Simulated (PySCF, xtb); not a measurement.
BrH5N2Si, SMILES N[SiH](N)Br. One conformer was computed; it need not be the lowest.

Harmonic wavenumbers (cm⁻¹) from GFN2-xTB in xtb 6.7.1 at its own minimum, in rising order: 157, 172, 200, 231, 261, 384, 485, 512, 643, 699, 800, 811, 900, 968, 1510, 1514, 2325, 3490, 3491, 3532, 3532.

Task: What does PBE-D3(BJ)/def2-SVP in PySCF 2.14.0 give at its own minimum? (An estimate is asked for; the answer gives what the named calculation found.)

Result: 173, 193, 258, 270, 349, 385, 397, 462, 720, 740, 800, 852, 875, 932, 1472, 1485, 2165, 3486, 3495, 3587, 3602. Paired by order, the mean absolute difference is 45 cm⁻¹ and the zero-point energies are 38.1 and 38.2 kcal/mol.
